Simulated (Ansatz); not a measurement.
C₆H₁₃O₃ (SMILES COCC(C)OC(C)=[OH+]), charge +1, singlet, at a GFN2-xTB geometry; PBE0/STO-3G run with Ansatz (an electronic-structure program).

Here is a job for Ansatz.
Ansatz 0.2 input:
```yaml
crystal:
  periodic: [false, false, false]
  atoms:
    - {symbol: C, position_ang: [1.92577738, 1.67958593, 1.31022352]}
    - {symbol: O, position_ang: [1.03654655, 0.69006980, 0.82409209]}
    - {symbol: C, position_ang: [1.54844171, -0.01935940, -0.28089546]}
    - {symbol: C, position_ang: [0.48279179, -1.03664838, -0.71308526]}
    - {symbol: C, position_ang: [0.75541673, -1.65387846, -2.06867700]}
    - {symbol: O, position_ang: [-0.74551353, -0.25757700, -0.80930302]}
    - {symbol: C, position_ang: [-1.44836346, -0.01214958, 0.20628585]}
    - {symbol: C, position_ang: [-2.51383098, 1.00255662, 0.07211288]}
    - {symbol: O, position_ang: [-1.26946054, -0.66665629, 1.30713047]}
    - {symbol: H, position_ang: [2.14229626, 2.42378070, 0.53815863]}
    - {symbol: H, position_ang: [1.42610092, 2.15511135, 2.15047651]}
    - {symbol: H, position_ang: [2.86193312, 1.22933294, 1.64955566]}
    - {symbol: H, position_ang: [2.46783601, -0.55624691, -0.01615483]}
    - {symbol: H, position_ang: [1.76550410, 0.67063158, -1.10904099]}
    - {symbol: H, position_ang: [0.35516770, -1.79561478, 0.06389546]}
    - {symbol: H, position_ang: [-0.02850905, -2.35886996, -2.33044919]}
    - {symbol: H, position_ang: [0.80582305, -0.88450420, -2.83388416]}
    - {symbol: H, position_ang: [1.70201607, -2.18467676, -2.04080190]}
    - {symbol: H, position_ang: [-2.23315986, 1.89143384, 0.64241686]}
    - {symbol: H, position_ang: [-3.46149733, 0.64103723, 0.47138783]}
    - {symbol: H, position_ang: [-2.63846233, 1.29168284, -0.96856220]}
    - {symbol: H, position_ang: [-1.83902751, -0.41043037, 2.05185855]}
basis:
  gaussian:
    orbitals: STO-3G
    point_charges:
      - {charge: -1.0, position_ang: [-0.6579, -2.7422, 5.9227]}
hamiltonian:
  xc: pbe0
total_charge: 1
```

It wrote (shortened):

```
Functional definition: PBE0
841 factors; integrals over basis functions are off by at most 3.8e-5 eV
mean field evaluation 1: about -12395.2192 eV, gradient 2.8e1 eV
mean field evaluation 2: about -12394.8012 eV, gradient 3.2e1 eV
mean field evaluation 4: about -12397.5455 eV, gradient 2.7e0 eV
mean field evaluation 8: about -12397.5294 eV, gradient 6.0e-2 eV
mean field evaluation 16: about -12397.5294 eV, gradient 3.9e-5 eV
mean field -12397.52940417 eV, -455.6008022560 hartree, gradient 3.9e-5 eV, S^2 0.000000; 0 other end points of the search recorded, 0 dependent functions left out
reference -12397.52943233 eV, -455.6008032909 hartree; 36, 36 occupied and 22, 22 virtual orbitals, 841 factors
Total energy: -12397.52943233 eV, -455.6008032909 hartree
```
